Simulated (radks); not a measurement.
All-electron atom: Rb32+ in [He] 2s2 2p1 (the NIST ground configuration).

Method: Dirac Kohn-Sham, PBEsol, spin-unpolarised, spherical densities, finite nucleus; open shells are shared between the two j in proportion to 2j + 1; Fermi nuclear charge, rms radius 4.2036 fm; computed with a radial shooting solver on a logarithmic mesh with Libxc functionals.

Energy parts (eV):
part                       energy
total                  -49785.255
kinetic                 51677.271
electron-nucleus      -103823.909
Hartree                  3276.127
exchange-correlation     -914.744

Orbitals (lengths in bohr, moments of r in powers of bohr):
\begin{tabular}{lrrrr}
orbital & occ. & eigenvalue (eV) & <r^2> & small-component weight \\ \hline
1s1/2 & 2 & -17451.57 & 0.002166 & 1.82e-02 \\
2s1/2 & 2 & -4008.115 & 0.03237 & 4.17e-03 \\
2p1/2 & 0.333333 & -3907.775 & 0.02381 & 4.12e-03 \\
2p3/2 & 0.666667 & -3834.883 & 0.02489 & 4.03e-03 \\
\end{tabular}

The highest occupied level is 2p3/2 at -3834.9 eV. Summed over all electrons, <r^2> = 0.09360 bohr^2, which gives a Langevin (diamagnetic) susceptibility term of -0.0741 x 10^-6 cm^3/mol. The density falls to 0.001 e/bohr^3 at r = 0.56 bohr. For comparison, the ionisation energy in NIST's Atomic Spectra Database is 3988 eV (semi-empirical). In exact Kohn-Sham theory the highest level is minus the ionisation energy, but local and semilocal functionals leave it too shallow, through self-interaction and a potential that decays too fast; potentials with the right tail come closer. The electron density at the nucleus is 5.492e+04 e/bohr^3.

Run on one thread of a shared host, so times are rough (Arm Neoverse N1): 0.05 s of CPU time, 0.06 s wall, 13 iterations on 2189 mesh points.

Beside tabulated values, note that spin-unpolarised runs miss the spin-polarisation part of the exchange energy of open shells.
